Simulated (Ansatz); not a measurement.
Reaction (ligand exchange at the Si–C bond): `CCOC[SiH3]` + `[NH2][Zn][OH]` → `[NH2][Zn][O][SiH3]` + `CCOC`

Isolated molecules relaxed with PBE0-D4/def2-TZVP in Ansatz; ΔE leaves out vibrations. CCSD(T)/CBS is the MP2 limit (def2-TZVPP, def2-QZVPP) plus CCSD(T) − MP2 in def2-TZVPP, frozen cores. For Zn outer-core shells are correlated without core-valence functions, which leaves a few kJ/mol of doubt a bond. Scalar relativity is left out up to krypton. Each species was taken in one conformer, which may not be the lowest.

`CCOC[SiH3]`:

```xyz
15

C     1.890    0.620    0.997
C     0.832    1.303    0.155
O     0.098    0.414   -0.660
C    -0.826   -0.384    0.041
Si   -1.820   -1.385   -1.213
H     2.474    1.367    1.540
H     1.453   -0.055    1.736
H     2.570    0.046    0.364
H     1.301    2.009   -0.534
H     0.141    1.872    0.795
H    -0.331   -1.071    0.743
H    -1.509    0.239    0.641
H    -2.560   -0.481   -2.131
H    -0.920   -2.261   -2.005
H    -2.794   -2.231   -0.470
```

`[NH2][Zn][OH]`:

```xyz
6

N    -0.224    0.762   -1.202
Zn   -0.142   -0.302    0.260
O    -0.277   -1.439    1.611
H     0.508    0.632   -1.887
H    -0.308    1.754   -1.025
H     0.443   -1.408    2.243
```

`[NH2][Zn][O][SiH3]`:

```xyz
9

N    -1.395    2.501   -0.374
Zn   -0.315    1.056   -0.269
O     0.876   -0.243   -0.266
Si    1.117   -1.774    0.208
H    -2.250    2.369   -0.897
H    -1.640    2.927    0.510
H     0.769   -1.970    1.647
H     0.289   -2.731   -0.582
H     2.549   -2.134    0.024
```

`CCOC`:

Cartesian coordinates in Å:
```
C -0.659 -1.267 1.088
C -0.510 -0.067 0.188
O 0.826 0.018 -0.239
C 1.047 1.111 -1.083
H -0.007 -1.176 1.960
H -0.392 -2.182 0.556
H -1.691 -1.356 1.435
H -0.792 0.855 0.721
H -1.177 -0.152 -0.684
H 2.100 1.104 -1.367
H 0.434 1.050 -1.994
H 0.821 2.063 -0.581
```

| species | HF/def2-QZVPP energy (Eh) |
| --- | --- |
| `CCOC[SiH3]` | -483.30379 |
| `[NH2][Zn][OH]` | -1908.98857 |
| `[NH2][Zn][O][SiH3]` | -2199.15844 |
| `CCOC` | -193.19603 |

Question: Work out ΔE.

Answer: ΔE = (-2199.15844) + (-193.19603) − (-483.30379) − (-1908.98857) = -0.06211 Eh = -163.1 kJ/mol. CCSD(T)/CBS gives -129.7 kJ/mol.

Question: What do rigid-rotor, harmonic-oscillator terms from PBE0-D4/def2-TZVP frequencies (298.15 K, 1 bar) make of the CCSD(T)/CBS value? (An estimate is asked.)

Answer: The calculation gave: ΔZPE = +4.1 kJ/mol, ΔH = -125.2 kJ/mol, ΔS = 22 J/(mol·K), ΔG = -131.8 kJ/mol. Modes under 50 cm⁻¹ make the entropy rough.

Largest T1 diagnostic among the species: 0.017.

From r2SCAN to r2SCAN0 (25 % exact exchange), in def2-TZVPP and without D4, ΔE moves by −5.4 kJ/mol. In def2-TZVPP, CCSD(T) changes the Hartree–Fock value by +29.9 kJ/mol (the triples alone add +4.1 kJ/mol) and MP2 by +28.1 kJ/mol.
